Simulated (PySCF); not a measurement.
PySCF input for C₄H₆BrF, SMILES F/C=C/CCBr, TDA-PBE/def2-SVPD. The structure is a stationary point at PBE0-D3(BJ)/def2-SVP. The structure was generated by enumeration; whether it is a known compound was not checked. Other conformers were not sampled.

```python
import numpy as np
from pyscf import gto, scf, dft, tdscf

mol = gto.M(
    atom='''
    F     0.42255837    4.07032560    0.00000000
    C     0.38154852    2.73987083    0.00000000
    C    -0.76810497    2.07213779   -0.00000000
    C    -0.91963034    0.58216269   -0.00000000
    C     0.38665412   -0.18175202    0.00000000
    Br    0.08790294   -2.09969475    0.00000000
    H     1.38169340    2.29633538    0.00000000
    H    -1.68841771    2.66580749   -0.00000000
    H    -1.51651536    0.27800581    0.87722513
    H    -1.51651536    0.27800581   -0.87722512
    H     0.98866139    0.03185785    0.89318107
    H     0.98866139    0.03185785   -0.89318108
    ''',
    basis='def2-SVPD',
    charge=0,
    spin=0,
    symmetry=True,
    max_memory=1600,
    verbose=4,
)
mf = dft.RKS(mol, xc='pbe').density_fit(auxbasis='def2-universal-jkfit')
mf.grids.level = 3
mf.conv_tol = 1e-9
mf.max_cycle = 100
mf.kernel()
mf.grids = dft.Grids(mol).set(level=1).build(with_non0tab=True)  # coarser grid for the response kernel
td = tdscf.TDA(mf)
td.singlet = True
td.nstates = 10
td.conv_tol = 1e-4
td.positive_eig_threshold = 1e-6
td.kernel(x0=td.get_init_guess(mf, 15))
td.analyze()
tt = tdscf.TDA(mf)
tt.singlet = False
tt.nstates = 4
tt.conv_tol = 1e-4
tt.positive_eig_threshold = 1e-6
tt.kernel(x0=tt.get_init_guess(mf, 9))
tt.analyze(verbose=3)
```

It prints:

```
PySCF version 2.14.0

[INPUT] verbose = 4
[INPUT] num. atoms = 12
[INPUT] num. electrons = 74
[INPUT] charge = 0
[INPUT] spin (= nelec alpha-beta = 2S) = 0
[INPUT] symmetry True subgroup None
[INPUT] Mole.unit = angstrom
[INPUT] Symbol           X                Y                Z      unit          X                Y                Z       unit  Magmom
[INPUT]  1 F      0.422558370000   4.070325600000   0.000000000000 AA    0.798519590943   7.691800621806   0.000000000000 Bohr   0.0
[INPUT]  2 C      0.381548520000   2.739870830000   0.000000000000 AA    0.721022206033   5.177605485385   0.000000000000 Bohr   0.0
[INPUT]  3 C     -0.768104970000   2.072137790000   0.000000000000 AA   -1.451508028217   3.915772915462   0.000000000000 Bohr   0.0
[INPUT]  4 C     -0.919630340000   0.582162690000   0.000000000000 AA   -1.737849478441   1.100128044040   0.000000000000 Bohr   0.0
[INPUT]  5 C      0.386654120000  -0.181752020000   0.000000000000 AA    0.730670391735  -0.343461540386   0.000000000000 Bohr   0.0
[INPUT]  6 Br     0.087902940000  -2.099694750000   0.000000000000 AA    0.166112482144  -3.967848022687   0.000000000000 Bohr   0.0
[INPUT]  7 H      1.381693400000   2.296335380000   0.000000000000 AA    2.611022114119   4.339444958349   0.000000000000 Bohr   0.0
[INPUT]  8 H     -1.688417710000   2.665807490000   0.000000000000 AA   -3.190647055765   5.037646056914   0.000000000000 Bohr   0.0
[INPUT]  9 H     -1.516515360000   0.278005810000   0.877225130000 AA   -2.865798694096   0.525354841938   1.657715245286 Bohr   0.0
[INPUT] 10 H     -1.516515360000   0.278005810000  -0.877225120000 AA   -2.865798694096   0.525354841938  -1.657715226389 Bohr   0.0
[INPUT] 11 H      0.988661390000   0.031857850000   0.893181070000 AA    1.868299257032   0.060202611417   1.687867601946 Bohr   0.0
[INPUT] 12 H      0.988661390000   0.031857850000  -0.893181080000 AA    1.868299257032   0.060202611417  -1.687867620843 Bohr   0.0

nuclear repulsion = 368.213381790088
point group symmetry = Cs
symmetry origin: [-1.02147358e-09  2.04294729e-09  6.00120554e-18]
symmetry axis x: [ 1.00000000e+00 -1.27085735e-09 -1.22550852e-09]
symmetry axis y: [-1.27085735e-09 -1.00000000e+00 -6.37935723e-12]
symmetry axis z: [ 1.22550852e-09 -6.37934878e-12  1.00000000e+00]
num. orbitals of irrep A' = 128
num. orbitals of irrep A" = 64
number of shells = 80
number of NR pGTOs = 296
number of NR cGTOs = 192
basis = def2-SVPD
ecp = {}


[settings echo left out]
init E= -2828.17151651974
HOMO (A") = -0.286716409059145  LUMO (A') = -0.0764777511438761  gap/eV = 5.72089
cycle= 1 E= -2828.78285012707  delta_E= -0.611  |g|= 0.494  |ddm|=  5.3
HOMO (A") = -0.180900648864002  LUMO (A') = -0.0238579700921808  gap/eV = 4.27335
cycle= 2 E= -2828.69078592033  delta_E= 0.0921  |g|= 0.793  |ddm|= 1.53
HOMO (A") = -0.22861235052606  LUMO (A') = -0.0437951897308064  gap/eV = 5.02913
cycle= 3 E= -2828.82608474101  delta_E= -0.135  |g|= 0.18  |ddm|= 1.07
HOMO (A") = -0.236255263416375  LUMO (A') = -0.046082184514403  gap/eV = 5.17487
cycle= 4 E= -2828.83411305674  delta_E= -0.00803  |g|= 0.0767  |ddm|= 0.314
HOMO (A") = -0.234306386685982  LUMO (A') = -0.0472709285922068  gap/eV = 5.08949
cycle= 5 E= -2828.83535632846  delta_E= -0.00124  |g|= 0.0208  |ddm|= 0.0948
HOMO (A") = -0.232858944661211  LUMO (A') = -0.0468190046825998  gap/eV = 5.06240
cycle= 6 E= -2828.83544450528  delta_E= -8.82e-05  |g|= 0.00568  |ddm|= 0.0317
HOMO (A") = -0.233459880873587  LUMO (A') = -0.0465534058516095  gap/eV = 5.08598
cycle= 7 E= -2828.83545164342  delta_E= -7.14e-06  |g|= 0.00104  |ddm|= 0.00937
HOMO (A") = -0.233438587357556  LUMO (A') = -0.0466975721653191  gap/eV = 5.08148
cycle= 8 E= -2828.83545193634  delta_E= -2.93e-07  |g|= 0.000267  |ddm|= 0.0023
HOMO (A") = -0.233424569349563  LUMO (A') = -0.0466800892939783  gap/eV = 5.08158
cycle= 9 E= -2828.83545194717  delta_E= -1.08e-08  |g|= 7.88e-05  |ddm|= 0.000438
HOMO (A") = -0.233431834466956  LUMO (A') = -0.0466814264771416  gap/eV = 5.08174
cycle= 10 E= -2828.83545194868  delta_E= -1.51e-09  |g|= 4.6e-05  |ddm|= 0.000196
HOMO (A") = -0.233431463682801  LUMO (A') = -0.0466809861137079  gap/eV = 5.08174
cycle= 11 E= -2828.83545194916  delta_E= -4.82e-10  |g|= 7.86e-06  |ddm|= 6.68e-05
HOMO (A") = -0.233430438349093  LUMO (A') = -0.0466813290230292  gap/eV = 5.08170
Extra cycle  E= -2828.83545194914  delta_E= 2.64e-11  |g|= 1.27e-05  |ddm|= 2.8e-05
converged SCF energy = -2828.83545194914
tot grids = 48184
Overwritten attributes  positive_eig_threshold  of <class 'pyscf.tdscf.rks.TDA'>


******** <class 'pyscf.tdscf.rks.TDA'> for <class 'pyscf.df.df_jk.DFSymAdaptedRKS'> ********
nstates = 10 singlet
deg_eia_thresh = 1.000e-03
wfnsym = None
conv_tol = 0.0001
eigh lindep = 1e-12
eigh level_shift = 0
eigh max_cycle = 100


Excitation energies (eV)
[5.10142303 5.85303567 5.86549321 5.90738987 5.92982676 6.3706924
 6.56572512 6.83386515 6.877747   7.00725353]

** Singlet excitation energies and oscillator strengths **
Excited State   1:   A"      5.10142 eV    243.04 nm  f=0.0001
      37 -> 38       -0.70410
Excited State   2:   A"      5.85304 eV    211.83 nm  f=0.0001
      35 -> 39        0.12210
      36 -> 38        0.68905
Excited State   3:   A'      5.86549 eV    211.38 nm  f=0.0003
      35 -> 38       -0.35784
      36 -> 39       -0.58991
      37 -> 39       -0.14799
Excited State   4:   A'      5.90739 eV    209.88 nm  f=0.0000
      35 -> 38        0.60213
      36 -> 39       -0.35339
Excited State   5:   A"      5.92983 eV    209.09 nm  f=0.0003
      35 -> 39       -0.69631
      36 -> 38        0.11948
Excited State   6:   A"      6.37069 eV    194.62 nm  f=0.0143
      37 -> 40        0.70619
Excited State   7:   A"      6.56573 eV    188.84 nm  f=0.0001
      37 -> 41        0.70627
Excited State   8:   A"      6.83387 eV    181.43 nm  f=0.0167
      36 -> 40        0.70379
Excited State   9:   A'      6.87775 eV    180.27 nm  f=0.0270
      35 -> 40       -0.69960
Excited State  10:   A"      7.00725 eV    176.94 nm  f=0.0205
      36 -> 41        0.70398

** Transition electric dipole moments (AU) **
state          X           Y           Z        Dip. S.      Osc.
  1        -0.0000     -0.0000     -0.0284      0.0008      0.0001
  2         0.0000     -0.0000     -0.0300      0.0009      0.0001
  3         0.0264     -0.0377     -0.0000      0.0021      0.0003
  4         0.0017      0.0141     -0.0000      0.0002      0.0000
  5         0.0000     -0.0000      0.0471      0.0022      0.0003
  6        -0.0000     -0.0000      0.3031      0.0919      0.0143
  7        -0.0000     -0.0000     -0.0236      0.0006      0.0001
  8         0.0000     -0.0000      0.3156      0.0996      0.0167
  9        -0.3170      0.2446     -0.0000      0.1603      0.0270
 10         0.0000      0.0000      0.3460      0.1197      0.0205

** Transition velocity dipole moments (imaginary part, AU) **
state          X           Y           Z        Dip. S.      Osc.
  1         0.0000      0.0000     -0.0163      0.0003      0.0009
  2         0.0000     -0.0000     -0.0814      0.0066      0.0205
  3         0.0435     -0.0015     -0.0000      0.0019      0.0059
  4        -0.0574      0.0086     -0.0000      0.0034      0.0103
  5        -0.0000     -0.0000     -0.0026      0.0000      0.0000
  6         0.0000      0.0000      0.0462      0.0021      0.0061
  7         0.0000      0.0000      0.0048      0.0000      0.0001
  8         0.0000      0.0000      0.0689      0.0047      0.0126
  9        -0.0862      0.0543      0.0000      0.0104      0.0274
 10        -0.0000     -0.0000      0.0719      0.0052      0.0134

** Transition magnetic dipole moments (imaginary part, AU) **
state          X           Y           Z
  1         0.1500     -0.0196      0.0000
  2         0.1310     -0.0839      0.0000
  3        -0.0000      0.0000     -0.0642
  4         0.0000     -0.0000     -0.2368
  5         0.0275     -0.0917      0.0000
  6        -0.0966      0.2035      0.0000
  7        -0.3226      0.0015      0.0000
  8         0.8314     -0.2204     -0.0000
  9        -0.0000      0.0000      0.5904
 10         0.4632     -0.1107     -0.0000


******** <class 'pyscf.tdscf.rks.TDA'> for <class 'pyscf.df.df_jk.DFSymAdaptedRKS'> ********
nstates = 4 triplet
deg_eia_thresh = 1.000e-03
wfnsym = None
conv_tol = 0.0001
eigh lindep = 1e-12
eigh level_shift = 0
eigh max_cycle = 100


Excitation energies (eV)
[4.46135599 5.02901992 5.25836316 5.26989916]

** Triplet excitation energies and oscillator strengths **
Excited State   1:   A'      4.46136 eV    277.91 nm  f=0.0000
Excited State   2:   A"      5.02902 eV    246.54 nm  f=0.0000
Excited State   3:   A"      5.25836 eV    235.78 nm  f=0.0000
Excited State   4:   A'      5.26990 eV    235.27 nm  f=0.0000
```

The calculation finished and met its thresholds.

Cost: very roughly 70 core-seconds.
